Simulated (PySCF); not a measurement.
GaH, SMILES [GaH] (connectivity only; charge and spin as stated), neutral, multiplicity 1.

Coordinates come from a PBE0-D3(BJ)/def2-TZVPD optimisation.

The numbers are results of PySCF 2.14.0 with TDA-PBE/def2-TZVPD, not measurements.

Vertical excitations; the highest root listed may be one member of a degenerate set. Gas-phase values at a fixed geometry. State labels are in the subgroup C2v.

```json
[
 {"state": "S1", "symmetry": "B2", "energy (eV)": "2.94", "λ (nm)": "422", "f": "0.031", "main pairs": "HOMO→LUMO+1 (degenerate set)"},
 {"state": "S2", "symmetry": "B1", "energy (eV)": "2.94", "λ (nm)": "422", "f": "0.031", "main pairs": "HOMO→LUMO (degenerate set)"},
 {"state": "S3", "symmetry": "A1", "energy (eV)": "5.25", "λ (nm)": "236", "f": "0.215", "main pairs": "HOMO→LUMO+2 94 %"},
 {"state": "S4", "symmetry": "B2", "energy (eV)": "6.64", "λ (nm)": "187", "f": "0.099", "main pairs": "HOMO→LUMO+5 (degenerate set)"},
 {"state": "S5", "symmetry": "B1", "energy (eV)": "6.64", "λ (nm)": "187", "f": "0.099", "main pairs": "HOMO→LUMO+4 (degenerate set)"},
 {"state": "S6", "symmetry": "A1", "energy (eV)": "6.72", "λ (nm)": "185", "f": "0.000", "main pairs": "HOMO→LUMO+6 (degenerate set)"},
 {"state": "S7", "symmetry": "A2", "energy (eV)": "6.72", "λ (nm)": "185", "f": "0.000", "main pairs": "HOMO→LUMO+7 (degenerate set)"},
 {"state": "S8", "symmetry": "A1", "energy (eV)": "6.73", "λ (nm)": "184", "f": "0.470", "main pairs": "HOMO→LUMO+3 81 %, HOMO→LUMO+9 13 %"},
 {"state": "S9", "symmetry": "A1", "energy (eV)": "8.05", "λ (nm)": "154", "f": "0.015", "main pairs": "HOMO→LUMO+8 96 %"},
 {"state": "S10", "symmetry": "B1", "energy (eV)": "8.48", "λ (nm)": "146", "f": "0.602", "main pairs": "HOMO−1→LUMO 83 %"},
 {"state": "T1", "symmetry": "B2", "energy (eV)": "1.99", "λ (nm)": "622", "f": "0", "main pairs": "HOMO→LUMO+1 (degenerate set)"},
 {"state": "T2", "symmetry": "B1", "energy (eV)": "1.99", "λ (nm)": "622", "f": "0", "main pairs": "HOMO→LUMO (degenerate set)"},
 {"state": "T3", "symmetry": "A1", "energy (eV)": "4.82", "λ (nm)": "257", "f": "0", "main pairs": "HOMO→LUMO+2 91 %"},
 {"state": "T4", "symmetry": "A1", "energy (eV)": "5.54", "λ (nm)": "224", "f": "0", "main pairs": "HOMO→LUMO+3 90 %"}
]
```
Triplets are in the Tamm–Dancoff approximation.
